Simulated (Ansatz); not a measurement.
Start from `BB[SiH3]` and change one atom or group to get `B[B]([SiH3])[SnH3]`.

Ansatz, PBE0-D4/def2-TZVP geometries, multiplicity 1. 

Elements past krypton have def2 core potentials.

```csv
property,`BB[SiH3]`
HOMO–LUMO gap (ωB97M-V/def2-TZVPP) / eV,9.96
LUMO energy (B3LYP/def2-TZVPP) / eV,-2.35
HOMO energy (PBE/def2-TZVPP) / eV,-6.82
size of the dipole moment (ωB97M-V/def2-TZVPP) / D,0.35
size of the dipole moment (PBE/def2-TZVPP) / D,0.27
LUMO energy (PBE0/def2-TZVPP) / eV,-2.17
```

(1) What does the change do to each property? (An estimate is asked.)

Answers

(1) The calculation gave: 
| property | `B[B]([SiH3])[SnH3]` | shift |
| --- | --- | --- |
| HOMO–LUMO gap (ωB97M-V/def2-TZVPP) / eV | 8.90 | -1.06 |
| LUMO energy (B3LYP/def2-TZVPP) / eV | -2.68 | -0.33 |
| HOMO energy (PBE/def2-TZVPP) / eV | -6.41 | 0.41 |
| size of the dipole moment (ωB97M-V/def2-TZVPP) / D | 0.52 | 0.17 |
| size of the dipole moment (PBE/def2-TZVPP) / D | 0.60 | 0.33 |
| LUMO energy (PBE0/def2-TZVPP) / eV | -2.53 | -0.36 |

With PBE0 the HOMO rises by 0.56 eV and the LUMO falls by 0.36 eV, so the gap narrows by about 0.92 eV. PBE moves the HOMO by 0.41 eV and ωB97M-V by 0.70 eV. The zero-point energy changes by 33.3 kJ/mol with +9 modes. Dipoles are sizes alone; their direction can turn.

B3LYP here is the variant with VWN-RPA as its local correlation; programs differ in this.
